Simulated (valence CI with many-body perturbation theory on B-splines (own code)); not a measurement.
Hyperfine factors and g values of Pr³⁸⁺

Calculated by relativistic CI+MBPT: three valence electrons over a frozen Dirac-Fock core [Ar], radial functions for each j: 7 s, 7 p, 8 d, 6 f, 4 g, 1 h, with the one-electron correlation potential Σ1, the two-electron term Σ2, the three-electron term Σ3, Breit, model QED; selected CI, second order for the rest, scaled by the run's own slope (own B-spline code, finite nucleus).

The last digits are not significant, and no measured levels were compared; by estimate large intervals hold to a few tenths of a per cent, small ones and those within an open d or f shell to about a per cent. Only levels of the ground parity were solved; by the run's estimate the other parity begins above the list, which can be wrong where configurations are misplaced.

A/g_I is the dipole constant over the nuclear g factor μ/I (μ in nuclear magnetons, uniformly magnetised nucleus), B/Q the quadrupole constant per barn. Both hold the static response of the core; the bare values leave it out. Large factors of s and p1/2 electrons are usually good to 5 to 10 %; those of open d and f shells near neutrality can be off by tens of per cent, and small factors of p3/2, d and f electrons come from cancelling terms and can be off by a factor of two or in sign, in half-filled shells by more. B is blank for J = 1/2, where it vanishes, and for nearly pure S terms. Energies count from the lowest level.

Levels are named by their leading jj configuration (3d3/2^4 stands for four electrons in 3d with j = 3/2), which in mixed levels can hold well under half, so a name can repeat and another be missing. Letters in brackets count levels of one name in rising energy.

```csv
Level,E (cm⁻¹),g,A/g_I (MHz),A/g_I bare,B/Q (MHz/b),B/Q bare
(3d3/2^3) J=3/2,0,0.638,46600,46100,-23100,-23500
(3d3/2^2 3d5/2) J=5/2 [a],152130,1.045,26400,26500,-12800,-13000
(3d3/2^2 3d5/2) J=3/2,196760,1.233,21000,21400,-8710,-8860
(3d3/2^2 3d5/2) J=7/2,206480,1.080,27400,27500,5000,5070
(3d3/2^2 3d5/2) J=9/2,216390,1.073,28900,29000,26500,26900
(3d3/2^2 3d5/2) J=1/2,225250,1.896,-20600,-19200,,
(3d3/2^2 3d5/2) J=5/2 [b],336720,1.393,13400,14000,34700,35300
(3d3/2 3d5/2^2) J=7/2 [a],363600,1.064,23300,23400,2660,2700
(3d3/2 3d5/2^2) J=9/2,384490,1.132,22600,22800,12100,12300
(3d3/2 3d5/2^2) J=3/2 [a],415900,1.141,24900,25100,-27400,-27900
(3d3/2 3d5/2^2) J=1/2,432170,1.428,-6720,-5990,,
(3d3/2 3d5/2^2) J=11/2,445590,1.084,25400,25500,58400,59400
(3d3/2 3d5/2^2) J=5/2 [a],460830,1.168,13700,14000,35800,36400
(3d3/2 3d5/2^2) J=5/2 [b],487440,1.099,25100,25200,-6610,-6730
(3d3/2 3d5/2^2) J=7/2 [b],504440,1.106,25600,25800,12400,12700
(3d3/2 3d5/2^2) J=3/2 [b],587090,1.080,31900,32000,21600,22000
(3d5/2^3) J=9/2,589780,1.128,19100,19400,9270,9430
(3d5/2^3) J=3/2,695940,0.940,28800,28800,17600,17900
(3d5/2^3) J=5/2,744040,1.149,19100,19400,9440,9600
```

(1) Take the isotope of mass number 141, with I = 5/2, μ = 4.266 μN and Q = -0.0589 b. What is the hyperfine structure of (3d3/2^2 3d5/2) J=5/2 [a]?

Results:

(1) From the table A = 45000 MHz, B = 754 MHz. Shifts from the centre of gravity in MHz: F = 0: -393000, F = 1: -348000, F = 2: -259000, F = 3: -124000, F = 4: 56000, F = 5: 281000.
